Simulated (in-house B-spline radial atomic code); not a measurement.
**Ionising the tellurium ion Te⁸⁺ with different functionals**

Computed with a B-spline radial code for spherical atoms: scalar-relativistic (spin-free X2C) Hamiltonian, Fermi nucleus of rms radius 4.7423 fm, spin-polarised at highest spin, spherical fractional occupations for the functionals, and exact exchange of hybrids averaged over the configuration. The ionisation energy is the difference of two self-consistent energies, [Kr] 4d8 → [Kr] 4d7, without Breit or QED terms; ε is the level of the shell that loses the electron (its least bound occupied spin orbital). There is no spin-orbit coupling in this Hamiltonian.

| method | rung | ΔSCF (eV) | -ε(4d) (eV) |
| --- | --- | --- | --- |
| PBE0 | global hybrid | 168.78 | 160.58 |
| B3LYP | global hybrid | 168.77 | 159.92 |
| TPSSh | global hybrid | 168.69 | 158.59 |
| BHandHLYP | global hybrid | 168.52 | 163.53 |
| r2SCAN0 | global hybrid | 168.80 | 160.74 |
| B97-1 | global hybrid | ? | ? |
| HSE06 | range-separated hybrid | 168.73 | 160.11 |
| wB97X | range-separated hybrid | 168.63 | 162.88 |
| CAM-B3LYP | range-separated hybrid | 168.70 | 161.91 |
| LC-wPBE | range-separated hybrid | ? | ? |

What does B97-1 give?

ΔSCF 168.82 eV, and -ε(4d) = 160.06 eV.

What does LC-wPBE give?

ΔSCF 168.79 eV, and -ε(4d) = 162.97 eV.

Among the functionals, which spreads more, the ΔSCF values or the orbital energies?

The orbital energies: ΔSCF values span about 0.30 eV and the orbital energies 4.94 eV; here energy differences depend much less on the functional than eigenvalues do.

How do they compare with the NIST value?

NIST lists 167 eV ± 2.2 (tabulated theory, ground level to ground level). Errors run from +1.52 to +1.82 eV; all lie within about twice that uncertainty, so the table can't rank the methods.
